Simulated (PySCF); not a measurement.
**Correlation energy of S (sulfur, neutral)**

[Ne] 3s2 3p4, high-spin 3P determinant. Computed with PySCF 2.14 in x2c-TZVPPall with one added diffuse shell each of s, p, d type (6s6p4d1f, 51 functions), with scalar relativity by spin-free X2C-1e. Frozen: [Ne]; 6 electrons correlated.

MP2 pair energies summed by pair of shells (mhartree):

| pair | energy | share (%) |
| --- | --- | --- |
| 3s-3p | -53.76 | 45.9 |
| 3p-3p | -53.59 | 45.7 |
| 3s-3s | -9.81 | 8.4 |

Total MP2 correlation energy: -117.15 mhartree.

Same-spin part -27.32 and opposite-spin part -89.84 mhartree; SCS-MP2 scales them by 1/3 and 6/5 to -116.91 mhartree.
